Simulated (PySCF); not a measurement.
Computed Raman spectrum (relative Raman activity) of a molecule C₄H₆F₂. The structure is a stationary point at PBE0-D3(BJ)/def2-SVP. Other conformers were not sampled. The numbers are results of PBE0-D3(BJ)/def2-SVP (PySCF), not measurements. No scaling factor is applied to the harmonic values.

Lines under 2 % of the strongest are left out, and lines within 2 cm⁻¹ are merged.

ν (cm⁻¹): 627 (vw), 761 (vw), 1403 (vw), 1414 (vw), 1448 (w), 1468 (w), 1865 (w), 3044 (vw), 3047 (vs), 3118 (s), 3181 (m) (against the strongest line: vs over 80 %, s over 45 %, m over 15 %, w over 4 %, vw less)

### Question
Pick the molecule that these values belong to.
A. CC(C)=C(F)F
B. FC(F)C1CC1
C. F[C@H]1C[C@@H](F)C1
D. C[C@@H]1CC1(F)F

### Answer
A, CC(C)=C(F)F
